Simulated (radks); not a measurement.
The numbers below are computed, except where a source is named.
Problem. Species: the promethium ion Pm4+. Configuration: [Xe] 4f3. Level of theory: Dirac Kohn-Sham, PBE, spin-unpolarised, spherical densities, finite nucleus; open shells are shared between the two j in proportion to 2j + 1; Fermi nuclear charge, rms radius 4.962 fm (a radial shooting solver on a logarithmic mesh with Libxc functionals). Some entries of the table are withheld. Estimate them.

orbital,occ.,eigenvalue (hartree),<r^2> (bohr^2),<1/r> (bohr^-1)
1s1/2,2,(1),0.0007318,67.42
2s1/2,2,-270.5209,0.01150,15.99
2p1/2,2,-256.2800,0.008392,15.97
2p3/2,4,-235.6963,0.009639,14.29
3s1/2,2,-60.55761,0.07747,5.803
3p1/2,2,-54.45113,0.07257,5.717
3p3/2,4,-50.31332,0.07984,5.296
3d3/2,4,-39.69648,0.06451,5.167
3d5/2,6,-38.80036,0.06656,5.061
4s1/2,2,-13.57716,0.3937,2.425
4p1/2,2,(2),0.4164,2.321
4p3/2,4,(3),0.4552,2.181
4d3/2,4,-6.49288,(4),1.969
4d5/2,6,-6.32824,(5),1.935
5s1/2,2,-3.12269,2.101,0.9747
5p1/2,2,-2.44564,2.536,0.8794
5p3/2,4,-2.29692,2.773,0.8332
4f5/2,1.28571,(6),0.9427,1.464
4f7/2,1.71429,(7),0.9590,1.451

Solution. 
(1) 1s1/2 eigenvalue (hartree): -1654.650
(2) 4p1/2 eigenvalue (hartree): -11.24742
(3) 4p3/2 eigenvalue (hartree): -10.33284
(4) 4d3/2 <r^2> (bohr^2): 0.5266
(5) 4d5/2 <r^2> (bohr^2): 0.5417
(6) 4f5/2 eigenvalue (hartree): -1.87992
(7) 4f7/2 eigenvalue (hartree): -1.85843
